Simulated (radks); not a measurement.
Values are calculated unless marked as measured or tabulated.
How relativity changes the ionisation of the ytterbium ion Yb2+ ([Xe] 4f14) to Yb3+ ([Xe] 4f13). Spin-unpolarised spherical Kohn-Sham, LDA (Slater exchange, Perdew-Wang correlation), point nucleus unless stated (finite: rms radius 5.3108 fm), a radial shooting solver on a logarithmic mesh with Libxc functionals. A level marked "c x" has the speed of light scaled by that factor and shares open shells by 2j + 1; other Dirac levels either fill j = l - 1/2 first or share by 2j + 1.

level                               E(Yb2+) (hartree)  E(Yb3+) (hartree)  IE (eV)   HOMO  <r> HOMO (bohr)
non-rel.                                  -13387.3713        -13386.2166   31.419     4f           0.7420
scalar-rel.                               -14050.4689        -14049.4791   26.932     4f           0.7794
scalar-rel., finite nucleus               -14048.8121        -14047.8223   26.934     4f           0.7794
Dirac, 2j+1 shares                        -14066.5985        -14065.6123   26.836  4f7/2           0.7893
Dirac, low j first                        -14066.5985        -14065.6343   26.235  4f7/2           0.7893
Dirac, 2j+1 shares, finite nucleus        -14064.9287        -14063.9425   26.838  4f7/2           0.7893
Dirac, c x 1.5                            -13666.3344        -13665.2564   29.333  4f7/2           0.7612
Dirac, c x 2                              -13540.3665        -13539.2553   30.238  4f7/2           0.7525
Dirac, c x 100                            -13387.4306        -13386.2760   31.419  4f7/2           0.7420

NIST Atomic Spectra Database: 25.05 eV (semi-empirical). The relativistic part of the total energy of Yb2+ is -677.6 hartree (Dirac, 2j+1 shares, finite nucleus), 5.1 % of the non-relativistic value. Spin polarisation and multiplet splitting of open shells are left out at every level.

Beside tabulated values, note that relativity, absent from the non-relativistic runs, is large for the heavy elements, and spin-unpolarised runs miss the spin-polarisation part of the exchange energy of open shells.
